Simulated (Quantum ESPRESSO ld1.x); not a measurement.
Task: These are the eigenvalues of the occupied orbitals of an atom or ion with whole-number occupations (hartree). Calculated with ld1.x of Quantum ESPRESSO 7.5: Dirac Kohn-Sham, LDA (Slater exchange, VWN5 correlation), spin-unpolarised, spherical densities, point nucleus.

orbital  eigenvalue
1s1/2      -3041.17
2s1/2      -601.412
2p1/2      -580.219
2p3/2      -512.722
3s1/2      -199.342
3p1/2      -190.036
3p3/2      -174.641
3d3/2      -159.532
3d5/2      -156.185
4s1/2      -93.4165
4p1/2      -89.3873
4p3/2      -84.3731

Which element is it, and in what charge state? The configuration may be excited. Open shells, if any, are shared by 2j + 1.

Result: Z = 79, gold, charge +44: Au44+ in [Ar] 3d10 4s2 4p5. The list shows which subshells hold electrons but not how many an open one holds; the 1s level, -3041.2 hartree, gives Z - s = 78.0 by -(Z - s)^2/2, which with screening and relativity narrows Z to a few neighbours, and the depths of the outer levels then fix element, charge and occupations together.
